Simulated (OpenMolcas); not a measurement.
**Ag2+ in MgO: curves along the breathing mode**

Ag2+ with its 6 nearest oxide ions, on the Mg site of MgO (a = 4.2112 Å, distance in the model lattice 2.106 Å). The rest of the host is ab initio model potentials to 7.6 Å, with orthogonalisation functions on the cations behind the ligands, and point charges beyond; the distance is set by hand and nothing relaxes. Ligand basis ANO-RCC-VDZP.

- Program: OpenMolcas 26.06
- Method: CASSCF
- Basis: ANO-RCC-VDZP [6s5p3d1f]
- Scalar Hamiltonian: DKH2, point nucleus
- Active space: 9 electrons in 5 orbitals (4d)
- State averaging: 2S+1 = 2 even, 5 roots
- Spin-orbit coupling: RASSI with atomic mean-field integrals over the reference wave functions

Spin-free energies (labels of O, the rotations of Oh) in cm-1 above the lowest fitted minimum, as all ligands move together:

| R (Å) | 2E | 2T2 |
| --- | --- | --- |
| 2.097 | 4680 | 24970 |
| 2.146 | 700 | 19780 |
| 2.196 | 250 | 18340 |
| 2.245 | 3160 | 20510 |
| 2.294 | 9330 | 26160 |
| 2.344 | 19000 | 35540 |

Cubic fits give the following; the wavenumber is harmonic, with the mass of all moving ligands, small differences in it between states hang on the degree of the fit, a number in brackets counts states of one label, and the table is a selection of at most 14 states with clean curves.

| State | R0 (Å) | Breathing mode (cm-1) | Minimum (cm-1) |
| --- | --- | --- | --- |
| 2E | 2.178 | 704 | 0 |
| 2T2 | 2.191 | 726 | 18300 |

The minimum of 2T2 is shifted by +0.0128 Å against 2E (from the unrounded fits). With M = 96.0 u for the moving shell, the Huang-Rhys factor in this mode is S = M ω ΔR² / 2ħ = 0.01483 × 96.0 × 704 × 0.0128² = 0.16. Only the first shell moves, against a rigid host.

An orbital doublet at a regular site is open to a Jahn-Teller distortion, which this geometry leaves out. With metal d orbitals alone the field can be off either way by tens of per cent. Ligand-to-metal charge-transfer states are missing. The least metal-like active orbital is 75 % on the metal (Löwdin) and no ligand orbital is active, so the numbers are rough (holds for R = 2.097; R = 2.146). The least metal-like active orbital is 74 % on the metal (Löwdin) and no ligand orbital is active, so the numbers are rough (holds for R = 2.196). The least metal-like active orbital is 73 % on the metal (Löwdin) and no ligand orbital is active, so the numbers are rough (holds for R = 2.245). The least metal-like active orbital is 71 % on the metal (Löwdin) and no ligand orbital is active, so the numbers are rough (holds for R = 2.294). The least metal-like active orbital is 68 % on the metal (Löwdin) and no ligand orbital is active, so the numbers are rough (holds for R = 2.344). No measured value stands beside these numbers.
